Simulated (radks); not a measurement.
Species: Ni3+. Configuration: [Ar] 3d7. Method: scalar-relativistic Kohn-Sham, BLYP, spin-polarised, spherical densities, point nucleus; open shells are filled with parallel spins first; computed with a radial shooting solver on a logarithmic mesh with Libxc functionals.

Radial electron density D(r) = 4 pi r^2 rho(r):

r (bohr)  D(r) (e/bohr)   spin D(r)
0.001787         0.6229  -0.0000272
0.002015         0.7779  -0.0000339
0.002272         0.9698  -0.0000423
0.002562          1.207  -0.0000526
0.002888          1.499  -0.0000653
0.003256          1.857  -0.0000808
0.003672          2.294  -0.0000999
0.00414           2.827   -0.000123
0.004668          3.471   -0.000151
0.005263          4.246   -0.000184
0.005934          5.173   -0.000225
0.00669           6.271   -0.000272
0.007543          7.562   -0.000327
0.008505          9.064   -0.000392
0.009589          10.79   -0.000466
0.01081           12.75   -0.000549
0.01219           14.93   -0.000642
0.01374           17.31   -0.000743
0.0155            19.87   -0.000850
0.01747           22.52   -0.000960
0.0197            25.18    -0.00107
0.02221           27.73    -0.00118
0.02504           30.03    -0.00127
0.02824           31.93    -0.00134
0.03184           33.28    -0.00139
0.0359            33.95    -0.00140
0.04047           33.88    -0.00135
0.04563           33.09    -0.00121
0.05145           31.73   -0.000879
0.05801           30.03   -0.000215
0.06541           28.38     0.00110
0.07375           27.19     0.00362
0.08315           26.85     0.00834
0.09375           27.61      0.0169
0.1057            29.49      0.0319
0.1192            32.20      0.0573
0.1344            35.13      0.0987
0.1515            37.49       0.163
0.1708            38.47       0.261
0.1926            37.51       0.401
0.2172            34.50       0.595
0.2448            29.91       0.850
0.2761            24.71        1.17
0.3113            20.07        1.55
0.3509            17.00        1.98
0.3957            15.96        2.42
0.4461            16.71        2.83
0.503             18.38        3.15
0.5672            19.87        3.34
0.6395            20.26        3.36
0.721             19.16        3.20
0.8129            16.71        2.88
0.9166            13.47        2.47
1.033             10.05        2.00
1.165             6.987        1.53
1.314             4.542        1.10
1.481             2.774       0.743
1.67              1.597       0.465
1.883            0.8661       0.268
2.123            0.4395       0.140
2.394            0.2061      0.0652
2.699           0.08761      0.0267
3.043           0.03289     0.00939
3.431           0.01060     0.00275

D(r) has 3 maxima, at r = 0.0377, 0.172, 0.624 bohr, and minima at 0.0818, 0.396 bohr, inside which lie 2.11, 10.77 electrons.
